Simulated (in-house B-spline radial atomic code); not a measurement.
## RPA and G0W0 on LC-wPBE: the chlorine ion Cl⁷⁺

Configuration [He] 2s2 2p6, mean-field start LC-wPBE. Computed with a B-spline radial code for spherical atoms: all electrons, non-relativistic, point nucleus, each spin shell either full or empty, empty states to l = 9 with an (l + 1/2)⁻⁴ tail; G0W0 by contour deformation at full frequency.

Command:
```bash
python run_gw.py task.json out
```
Settings (radii: box in bohr, nucleus in fm):
```
Z                        17
electrons                10
configuration            [He] 2s2 2p6
hamiltonian              nr
method                   lc_wpbe
lmax                     9
spin_polarised           False
box_radius               8.41
intervals                47
```

Run time, properties included: 0.6 s on 1 thread of Arm Neoverse V1, on a shared host.

Energies (hartree):

```csv
term,value
mean-field total,-445.00241
Hartree-Fock functional on these orbitals,-444.75837
direct second order,-0.65642
second-order exchange,0.23202
SOSEX correction,0.22014
```

What is the RPA correlation energy, and what remains with SOSEX?

RPA gives -0.6089 hartree (-1.66 eV per electron); RPA + SOSEX gives -0.38876, and the second-order doubles -0.4244 hartree (no singles). RPA lacks exchange-type terms and so overcorrelates at short range.

Quasi-particle levels (eV):

```json
{"level": "2p", "occupied": "yes", "mean field": "-329.05", "Σx - vxc": "-21.59", "Σc": "?", "QP weight": "?", "G0W0": "?"}
{"level": "2s", "occupied": "yes", "mean field": "-387.80", "Σx - vxc": "-30.45", "Σc": "4.45", "QP weight": "0.977", "G0W0": "-413.80"}
{"level": "1s", "occupied": "yes", "mean field": "-2885.67", "Σx - vxc": "-106.63", "Σc": "27.18", "QP weight": "0.917", "G0W0": "-2965.13"}
{"level": "3s", "occupied": "no", "mean field": "-117.16", "Σx - vxc": "3.97", "Σc": "-0.67", "QP weight": "0.998", "G0W0": "-113.85"}
```

G0W0 = mean field + (Σx - vxc) + Σc, with Σc (partial-wave tail included) taken at the quasi-particle energy.

Where does G0W0 put 2p?

At -348.68 eV, with Σc = 1.95 eV and a quasi-particle weight of 0.983. The tabulated removal energy is 348.306 ± 0.007 eV (NIST, measured); the calculation leaves out relativity, Breit and QED terms, and what these don't explain is the method's own error.
